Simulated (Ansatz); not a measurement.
Calculated with Ansatz (gas phase, PBE0-D4/def2-TZVP geometries, no zero-point term in ΔE). CBS: MP2 limit from def2 TZ/QZ plus the TZ coupled-cluster correction, frozen cores. This one scheme is used for every species. DFT in def2-TZVPP. Each species was taken in one conformer, which may not be the lowest.

`O=C1C[SiH]1[SiH2]O` + H₂O → `O=C1C[SiH]1O` + silanol  (formal hydrolysis of the Si–Si bond)

```tsv
level	ΔE (kcal/mol)
PBE-D4	-14.8
r2SCAN-D4	-19.3
PBE	-15.8
PBE0	-17.0
CCSD/def2-TZVPP	-20.2
HF/CBS(def2)	-25.9
MP2/CBS(def2)	-20.8
CCSD/CBS(def2)	-19.7
```

Question: What does CCSD(T)/CBS give? (Estimate.)

Answer: Computed: -18.8 kcal/mol. The listed levels differ from it by 4.0, -0.5, 3.0, 1.8, -1.4, -7.1, -2.0, -0.9 kcal/mol.

Largest T1 diagnostic among the species: 0.017.

From PBE to PBE0 (25 % exact exchange), in def2-TZVPP and without D4, ΔE moves by −1.3 kcal/mol. In def2-TZVPP, CCSD(T) changes the Hartree–Fock value by +6.3 kcal/mol (the triples alone add +0.9 kcal/mol) and MP2 by +4.3 kcal/mol.
